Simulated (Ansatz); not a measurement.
`C[Si](C)(C)C#Cc1sc(-c2sc(-c3sc(-c4sc(C#C[Si](C)(C)C)c5c4OCCO5)c4c3OCCO4)c3c2OCCO3)c2c1OCCO2`, relaxed as a singlet with RKS PBE-D4/def2-SVP in Ansatz, starting from the GFN2-xTB geometry. Force threshold 0.03 eV/Å.

Single mean-field runs in def2-SVP are fitted with def2-universal-jkfit.

Start:

```xyz
82

C     5.394   -8.985   -5.847
Si    5.828   -7.203   -6.373
C     7.621   -6.799   -5.866
C     5.606   -6.947   -8.250
C     4.645   -6.101   -5.465
C     3.802   -5.536   -4.803
C     2.811   -4.947   -4.022
S     2.731   -3.244   -3.653
C     1.305   -3.455   -2.677
C     0.674   -2.378   -1.988
S     1.562   -0.974   -1.441
C     0.178   -0.352   -0.595
C     0.166    0.834    0.178
S    -1.164    1.142    1.256
C    -0.485    2.670    1.746
C    -1.188    3.474    2.678
S    -0.814    5.131    3.038
C    -2.189    5.263    4.118
C    -2.572    6.464    4.708
C    -2.963    7.507    5.190
Si   -3.750    9.064    5.818
C    -3.310   10.486    4.625
C    -3.111    9.457    7.572
C    -5.641    8.800    5.838
C    -2.865    4.063    4.199
C    -2.299    3.061    3.387
O    -2.800    1.793    3.304
C    -3.670    1.507    4.380
C    -4.654    2.660    4.602
O    -3.978    3.850    4.962
C     0.703    2.912    1.085
C     1.082    1.866    0.220
O     2.240    1.881   -0.505
C     3.135    2.868   -0.033
C     2.408    4.193    0.215
O     1.441    4.053    1.238
C    -0.907   -1.186   -0.767
C    -0.641   -2.312   -1.571
O    -1.618   -3.197   -1.919
C    -2.731   -3.113   -1.055
C    -3.160   -1.657   -0.853
O    -2.131   -0.922   -0.222
C     0.939   -4.787   -2.638
C     1.775   -5.622   -3.412
O     1.578   -6.969   -3.531
C     0.302   -7.355   -3.065
C    -0.005   -6.682   -1.726
O    -0.078   -5.279   -1.871
H     4.347   -9.207   -6.028
H     5.987   -9.721   -6.383
H     5.574   -9.125   -4.786
H     7.775   -6.963   -4.804
H     8.331   -7.422   -6.403
H     7.865   -5.763   -6.076
H     5.838   -5.924   -8.533
H     6.259   -7.602   -8.820
H     4.585   -7.148   -8.558
H    -3.811   11.408    4.909
H    -2.242   10.678    4.620
H    -3.604   10.252    3.607
H    -3.560   10.366    7.961
H    -3.338    8.653    8.265
H    -2.034    9.596    7.575
H    -6.166    9.695    6.159
H    -5.921    7.995    6.510
H    -6.006    8.539    4.849
H    -3.091    1.345    5.300
H    -4.195    0.590    4.108
H    -5.234    2.822    3.683
H    -5.332    2.435    5.426
H     3.899    2.979   -0.802
H     3.601    2.531    0.904
H     3.103    4.962    0.555
H     1.921    4.518   -0.715
H    -2.479   -3.550   -0.080
H    -3.528   -3.691   -1.524
H    -3.395   -1.206   -1.827
H    -4.029   -1.587   -0.195
H     0.328   -8.440   -2.961
H    -0.468   -7.073   -3.796
H     0.788   -6.938   -1.010
H    -0.973   -7.001   -1.337
```

```
step   energy (eV)  largest force component (eV/Å)  SCF passes
   1  -111139.5672                           2.826          25
   2  -111140.0972                           0.378          21
   3  -111140.1703                           0.118          21
   4  -111140.1865                           0.107          21
   5  -111140.2048                           0.153          21
   6  -111140.2244                           0.142          21
   7  -111140.2391                           0.117          21
   8  -111140.2535                           0.104          21
   9  -111140.2651                           0.119          21
  10  -111140.2779                           0.134          21
  11  -111140.2929                           0.162          21
  12  -111140.3030                           0.178          21
  13  -111140.3123                           0.158          21
  14  -111140.3212                           0.147          21
  15  -111140.3311                           0.124          20
  16  -111140.3363                           0.072          21
  17  -111140.3406                           0.058          20
  18  -111140.3423                           0.051          21
  19  -111140.3434                           0.041          22
  20  -111140.3441                           0.023          22
  21  -111140.3443                           0.018          22
```

Force components are those of the run's own axes.

End:

```xyz
82

C     6.296   -8.096   -6.658
Si    6.113   -6.213   -6.616
C     7.711   -5.412   -5.996
C     5.688   -5.557   -8.339
C     4.744   -5.795   -5.457
C     3.823   -5.528   -4.671
C     2.783   -5.219   -3.784
S     2.323   -3.555   -3.429
C     1.068   -4.049   -2.305
C     0.304   -3.071   -1.583
S     1.042   -1.549   -1.094
C    -0.436   -0.980   -0.325
C    -0.529    0.296    0.314
S    -1.990    0.843    1.135
C    -1.244    2.370    1.607
C    -1.937    3.365    2.366
S    -1.182    4.874    2.861
C    -2.636    5.420    3.701
C    -2.677    6.656    4.358
C    -2.696    7.752    4.937
Si   -2.717    9.377    5.804
C    -2.003   10.694    4.647
C    -1.664    9.258    7.372
C    -4.508    9.795    6.250
C    -3.648    4.460    3.584
C    -3.252    3.315    2.840
O    -4.083    2.254    2.615
C    -5.203    2.257    3.504
C    -5.818    3.649    3.591
O    -4.888    4.594    4.127
C     0.069    2.427    1.131
C     0.468    1.271    0.411
O     1.713    1.129   -0.130
C     2.645    2.075    0.404
C     2.031    3.469    0.462
O     0.898    3.492    1.337
C    -1.429   -1.957   -0.441
C    -1.024   -3.122   -1.154
O    -1.884   -4.144   -1.426
C    -3.034   -4.116   -0.582
C    -3.624   -2.712   -0.506
O    -2.687   -1.797    0.067
C     1.009   -5.444   -2.231
C     1.960   -6.098   -3.071
O     2.076   -7.451   -3.142
C     0.960   -8.123   -2.550
C     0.588   -7.487   -1.218
O     0.176   -6.130   -1.396
H     5.359   -8.577   -7.005
H     7.113   -8.394   -7.347
H     6.532   -8.493   -5.650
H     7.971   -5.779   -4.983
H     8.557   -5.645   -6.677
H     7.606   -4.309   -5.943
H     5.553   -4.456   -8.321
H     6.498   -5.793   -9.060
H     4.748   -6.008   -8.715
H    -1.993   11.688    5.143
H    -0.962   10.444    4.358
H    -2.604   10.776    3.719
H    -1.655   10.226    7.916
H    -2.060    8.481    8.057
H    -0.616    8.992    7.125
H    -4.561   10.768    6.780
H    -4.942    9.018    6.912
H    -5.138    9.861    5.341
H    -4.883    1.920    4.517
H    -5.932    1.529    3.099
H    -6.148    3.977    2.579
H    -6.694    3.650    4.268
H     3.528    2.061   -0.264
H     2.961    1.758    1.424
H     2.757    4.202    0.865
H     1.725    3.791   -0.559
H    -2.763   -4.468    0.440
H    -3.766   -4.824   -1.019
H    -3.912   -2.368   -1.526
H    -4.522   -2.695    0.143
H     1.264   -9.180   -2.414
H     0.087   -8.088   -3.242
H     1.460   -7.532   -0.524
H    -0.264   -8.018   -0.752
```

By distances, no bond broke or formed. The bond that changes most is C5–C6, from 1.21 to 1.24 Å (atoms count from 1).

The force fell under the threshold at step 20, but the optimiser went on. No frequencies were taken in this run, so the end may be a saddle point.

Run time 1.9 min (4 threads of AMD EPYC 7R13 on a shared host and a share (37 GiB) of an NVIDIA H100 80GB HBM3), peak host memory 1.4 GiB.
